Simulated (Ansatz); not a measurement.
Ideal-gas functions of F2GeH (`[F][GeH][F]`) radical at 600 K and 1 bar, from an Ansatz frequency run at PBE0-D4/def2-TZVP.

Molar mass 111.61 g/mol, point group Cs (symmetry number 1), electronic degeneracy 2, moments of inertia 31.599, 72.465, 100.436 u Å². Harmonic wavenumbers (cm⁻¹, unscaled): 232, 627, 631, 706, 709, 1972.

Use S(trans) = R[1.5 ln M + 2.5 ln T − 1.1517]; rotational temperatures θ = 24.2544 K / I; S(rot) = R[ln(√π/σ · √(T³/θAθBθC)) + 1.5]; for each mode x = 1.438777 ν̃/T, S = R[x/(eˣ − 1) − ln(1 − e⁻ˣ)] and H = RT x/(eˣ − 1); 1 cm⁻¹ = 0.0119627 kJ/mol; R = 8.31446 J/(mol·K).

Problem. By hand: the entropy, in J/(mol·K).

Solution. Translation 182.2. Rotation: θ = 0.7676, 0.3347, 0.2415 K, giving 108.6. Vibration, mode by mode: 13.30, 5.67, 5.62, 4.86, 4.84, 0.42, in all 34.7. Electronic 5.8. Sum 331.3 J/(mol·K).

Problem. By hand: H − E and G − E in kJ/mol, counted from the electronic energy.

Solution. Zero-point energy ½ × 4877 × 0.0119627 = 29.2; thermal vibration 12.0; translation, rotation and pV give 4 RT = 20.0. H − E = 61.2 kJ/mol, and G − E = 61.2 − 600 × 331.3/1000 = -137.6 kJ/mol.

Vibration gives 10 % of the entropy.
